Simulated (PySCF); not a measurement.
Compound: CH2BrF3Ge.
SMILES: `F[C](F)(F)[GeH2][Br]`

Computed, not measured: PySCF 2.14.0, PBE0-D3(BJ)/def2-SVP geometry optimisation, gas phase.

Take the most abundant isotopes and a rigid rotor. 

Q: What are A, B and C (MHz)?

A: Ia = 178.25, Ib = 590.79, Ic = 673.92 u·Å²; 505379 MHz·u·Å²/I gives A = 2835, B = 855.4, C = 749.9 MHz.

Q: What kind of rotor is it?

A: An asymmetric top: κ = (2 × 855.4 − 2835 − 749.9)/(2835 − 749.9) = -0.90.

Q: What does the inertial defect say?

A: Not planar: Δ = Ic − Ia − Ib = -95.12 u·Å². For a rigid frame Δ = −2 Σ m c², so Σ m c² = 47.56 u·Å² lies off the ab plane: 3.32 from hydrogen and 44.24 from heavier atoms. The atom farthest from that plane is 1.29 Å away.

Q: Give the other two planar moments, Paa and Pbb, and the rms extents of the mass along the axes.

A: Paa = Σ m a² = (Ib + Ic − Ia)/2 = 543.23 and Pbb = Σ m b² = (Ia + Ic − Ib)/2 = 130.69 u·Å². With the mass M = 223.85 u, the rms extents √(P/M) along a, b and c are 1.56, 0.76, 0.46 Å.

Q: Give the coordinates in the principal-axis frame, origin at the centre of mass.

A: The sense of each axis is arbitrary; atoms in the order of the calculation.
```csv
atom,mass (u),a (Å),b (Å),c (Å)
F1,18.998,1.651,1.149,-1.073
C2,12.000,1.645,0.356,0.000
F3,18.998,1.659,1.131,1.085
F4,18.998,2.786,-0.351,-0.010
Ge5,73.921,0.095,-0.904,0.000
Br6,78.918,-1.810,0.373,0.000
H7,1.008,0.135,-1.743,-1.281
H8,1.008,0.135,-1.734,1.286
```

Q: Where do the levels up to J = 3 lie, in K?

A: Above 0(0,0), as E/k:
J = 1: 1(0,1) 0.077, 1(1,1) 0.172, 1(1,0) 0.177
J = 2: 2(0,2) 0.231, 2(1,2) 0.321, 2(1,1) 0.336, 2(2,1) 0.621, 2(2,0) 0.622
J = 3: 3(0,3) 0.461, 3(1,3) 0.544, 3(1,2) 0.575, 3(2,2) 0.852, 3(2,1) 0.853, 3(3,1) 1.340, 3(3,0) 1.340
The levels of one J sum to (2J + 1)J(J + 1)(A + B + C)/3.

Q: Which types of transition are allowed, and where do some lines up to J = 3 fall?

A: The dipole components are |μa| = 0.11 D, |μb| = 1.88 D, |μc| = 0.00 D; the mirror of this Cs structure is the ab plane, so μc vanishes by symmetry (the 0.01 D computed is a residue) and there are no c-type lines. The squared components, which scale the intensities, stand as 0.00 : 1.00 (a : b). Some lines, for components of 0.1 D or more:

```
type  branch         J(Ka,Kc)    MHz  lower level (cm⁻¹)
   a       Q  2(1,1) ← 2(1,2)    317               0.223
   a       Q  3(1,2) ← 3(1,3)    633               0.378
   b       R  2(0,2) ← 1(1,1)   1227               0.120
   a       R  1(0,1) ← 0(0,0)   1605               0.000
   b       Q  1(1,0) ← 1(0,1)   2085               0.054
   b       Q  2(1,1) ← 2(0,2)   2195               0.161
   b       Q  3(1,2) ← 3(0,3)   2367               0.321
   b       R  3(0,3) ← 2(1,2)   2921               0.223
   a       R  2(1,2) ← 1(1,1)   3105               0.120
   a       R  2(0,2) ← 1(0,1)   3207               0.054
   a       R  3(1,3) ← 2(1,2)   4655               0.223
   a       R  3(2,1) ← 2(2,0)   4832               0.432
   b       Q  2(2,1) ← 2(1,2)   6256               0.223
   b       Q  3(2,2) ← 3(1,3)   6417               0.378
   b       R  3(1,3) ← 2(0,2)   6534               0.161
   b       R  2(2,1) ← 1(1,0)   9255               0.123
   b       R  2(2,0) ← 1(1,1)   9365               0.120
   b       Q  3(3,0) ← 3(2,1)  10145               0.593
   b       R  3(2,2) ← 2(1,1)  10755               0.234
   b       R  3(2,1) ← 2(1,2)  11092               0.223
   b       R  3(3,1) ← 2(2,0)  14977               0.432
   b       R  3(3,0) ← 2(2,1)  14981               0.432
```

Stationary, but not proved a minimum. Constants of a rigid frame at the computed geometry: no zero-point averaging, no centrifugal distortion. Quadrupole hyperfine structure (79Br) is left out.

The values belong to the conformer `[F:1][C:2]([F:3])([F:4])[GeH2:5][Br:6]`: F1–C2–Ge5–Br6 -60°.
